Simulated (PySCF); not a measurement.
Compound: C4H4Br (charge +1).
SMILES: `C[c+]1cc1Br`

Computed with MP2 and CCSD/aug-cc-pVDZ in PySCF, restricted Hartree–Fock reference, 13 core orbitals frozen, non-relativistic, gas phase, PBE0-D3(BJ)/def2-SVP geometry.

E(HF) = -2725.87791 Eh.

How large is the problem?

164 basis functions and 62 electrons; 13 orbitals frozen, which leaves o = 18 correlated occupied and v = 133 virtual orbitals. That is o·v = 2394 singles and o·v(o·v + 1)/2 = 2866815 distinct closed-shell doubles amplitudes before symmetry; the costliest CCSD step grows as o²v⁴ = 1.0 × 10^11.

What are the MP2 and CCSD correlation energies?

MP2 -0.6462 Eh and CCSD -0.6844 Eh, which gives totals of -2726.52407 and -2726.56227 Eh. That is 0.517 eV for each correlated electron at CCSD (1797 kJ/mol in all, 0.025 % of the total energy); MP2 gives 94.4 % of the CCSD value.

What is the T1 diagnostic?

0.0116, below the customary warning level of 0.02. It is the norm of the spatial-orbital singles amplitudes over the root of the number of correlated electrons, so the norm is 0.070.

Connected triples and the basis-set limit are missing.

The job also held the EOM ionisation roots. Time: 7.6 min; peak memory 2.9 GiB. Hardware: one thread of an Arm Neoverse V2, no GPU, shared host with 96 logical CPUs at a one-minute load of 28.
